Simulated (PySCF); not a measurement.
# Nuclear quadrupole coupling in `CO[Si@@H]([SiH3])C(F)(F)F`

Species: C2H7F3OSi2.
Numbering: `[CH3:1][O:2][Si@@H:3]([SiH3:4])[C:5]([F:6])([F:7])[F:8]` (hydrogens: H9, H10, H11 on C1; H12 on Si3; H13, H14, H15 on Si4)

Structure used (GFN2-xTB), in Å, numbered top down from 1:
```xyz
15
C2H7F3OSi2 angstrom
C      2.237    0.209   -0.605
O      1.015    0.698   -0.109
Si    -0.091    0.084    0.892
Si    -1.849    1.549    0.655
C     -0.583   -1.676    0.171
F     -1.093   -1.590   -1.080
F     -1.512   -2.329    0.901
F      0.471   -2.519    0.076
H      2.940    0.043    0.211
H      2.638    0.960   -1.285
H      2.088   -0.728   -1.142
H      0.497   -0.351    2.169
H     -2.339    1.659   -0.723
H     -2.964    1.112    1.497
H     -1.461    2.890    1.099
```

Field gradients from the PBE0/pcSseg-1 density (PySCF, non-relativistic), principal values in atomic units, ordered |Vxx| ≤ |Vyy| ≤ |Vzz|:

```csv
atom,Vxx,Vyy,Vzz
O2,-0.6557,-1.1007,1.7564
```

Find the asymmetry η = (Vxx − Vyy)/Vzz and the couplings χ = eQV/h (234.96 MHz × Q in barn × V in au), with Q(17O) = −0.0256 b.

```csv
atom,environment,nucleus,η,χzz (MHz),χxx (MHz),χyy (MHz)
O2,silyl ether oxygen,17O,0.25,-10.56,3.94,6.62
```

The tensor is traceless: Vxx + Vyy + Vzz = 0.

What is Vzz at O2 in SI units (1 au = 9.71736 × 10²¹ V/m²)?

1.7564 au = 17.067 × 10²¹ V/m².

What couplings would deuterons (Q(2H) = 0.00286 b) have in place of the hydrogens, at this geometry?

| atom | bonded to | bond length (Å) | Vzz (au) | η | χzz (kHz) |
| --- | --- | --- | --- | --- | --- |
| H9 | C1 | 1.090 | 0.3005 | 0.09 | 202 |
| H10 | C1 | 1.089 | 0.3024 | 0.07 | 203 |
| H11 | C1 | 1.091 | 0.2965 | 0.09 | 199 |
| H12 | Si3 | 1.471 | 0.1521 | 0.02 | 102 |
| H13 | Si4 | 1.466 | 0.1618 | 0.00 | 109 |
| H14 | Si4 | 1.464 | 0.1624 | 0.01 | 109 |
| H15 | Si4 | 1.465 | 0.1627 | 0.01 | 109 |

The structure is a single GFN2-xTB conformer in the gas phase; no vibrational or solvent corrections. GFN2-xTB bond lengths can be off by several hundredths of an ångström, more for odd bonds, and the gradients follow them. With so small a basis the couplings can be 20 % off.
